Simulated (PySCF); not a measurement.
## Diatomics of H with group 4

PBE0 with triple-zeta basis sets in PySCF, for the lowest determinant that a PBE0 search found; no spin–orbit coupling. De refers to high-spin ground-configuration atoms. A positive dipole means M(−)H(+).

| M | basis | state (unpaired electrons) | Re (Å) | ωe (cm⁻¹) | De (eV) | μ (D) |
| --- | --- | --- | --- | --- | --- | --- |
| Ti | def2-TZVPP | quartet (σ ↑, π ↑, δ ↑) | 1.757 | 1567 | n/a | -2.80 |
| Zr | x2c-TZVPPall | quartet (σ ↑, π ↑, δ ↑) | 1.855 | 1594 | n/a | -2.56 |
| Hf | def2-TZVPPD | doublet (δ ↑) | 1.835 | 1677 | n/a | -1.15 |

The shortest bond is that of TiH (1.757 Å), the longest that of ZrH (1.855 Å).

The rows differ in basis set, which adds steps of its own.

The state changes along the series, so neighbouring rows are not always alike in their bonding.

De is left out where the level can put another filling of the metal’s s and d shells below the measured ground configuration, by anything from nothing to about 1 eV. These are scalar-relativistic numbers at best; spin–orbit coupling would shift them, the dissociation energy most. The state is the lowest single determinant that the PBE0 search found; with open d or f shells the true ground state can be another one.
